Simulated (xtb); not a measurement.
chlorotrifluoromethane (CClF3), SMILES FC(Cl)(F)F. All values are semi-empirical tight-binding results from xtb (GFN2-xTB unless named), good for trends rather than for accurate numbers. The structure is a stationary point at GFN2-xTB.

```json
{
  "point_group_as_xtb_finds_it": "C3v",
  "orbital_gap": "7.16 eV",
  "dipole_moment": "1.07 D",
  "zero_point_energy": "8.4 kcal/mol",
  "G − E(el) at 298.15 K (modified RRHO)": "-8.8 kcal/mol",
  "static polarisability (D4 model)": "33.8 bohr³",
  "solvation energy, GFN2-xTB/ALPB(water)": "1.7 kcal/mol",
  "solvation energy, GFN2-xTB/ALPB(ch2cl2)": "-0.4 kcal/mol"
}
```
